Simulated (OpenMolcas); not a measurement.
## Bi2+: the spin-orbit constant, worked from levels

```json
{"Program": "OpenMolcas 26.06", "Basis": "ANO-RCC [11s10p9d6f4g]", "Scalar Hamiltonian": "DKH2, point nucleus", "Active space": "1 electron in 9 orbitals (RAS2 6p; RAS3 6d 7s, at most 1 electron)", "State averaging": "2S+1 = 2 odd, 3 roots; 2S+1 = 2 even, 6 roots", "Spin-orbit coupling": "RASSI with atomic mean-field integrals over the reference wave functions, term energies averaged over their components"}
```

Methods: RASSCF; SS-RASPT2, IPEA 0.25 Eh, imaginary shift 0.1 Eh (closed shells correlated: 5d 6s). Measured levels: Moore, Atomic Energy Levels, vol. III, NSRDS-NBS 35 (1971 reprint of NBS Circular 467, 1958).

**The spin-orbit constant.** For the Hund term 2P* of p1, E(J) = (A/2) J(J+1) + constant and ζ = 2S·A = A. From J = 1/2 to J = 3/2 the energy changes by 1.5 A.

```tsv
Source	E(3/2) - E(1/2)	A	ζ
RASSCF	18089.3	12059.5	12060
SS-RASPT2	18089.3	12059.5	12060
measured	20788.0	13858.7	13859
```

All in cm-1. SS-RASPT2 is off by -13.0 % and RASSCF by -13.0 %. Both methods take the spin-orbit matrix elements from the reference wave functions, so the second can move ζ only through the term energies and any multistate remixing.

Spin-orbit splittings of 6p shells tend to come out small when the coupling is added on scalar orbitals. With one active electron the reference holds no correlation, so core polarisation is missing (holds for RASSCF). With one active electron, CASPT2 adds the correlation within the correlated inactive shells and between them and that electron, and leaves the splitting within a term as the reference gives it (holds for SS-RASPT2). Measured partners are found by configuration, term and J. A level has none where our copy of the source lacks it or the pairing is in doubt (some pairs that miss far off the trend of their configuration count as doubtful), and it then counts in no deviation. Levels of configurations outside the active space are missing.

* marks odd parity.
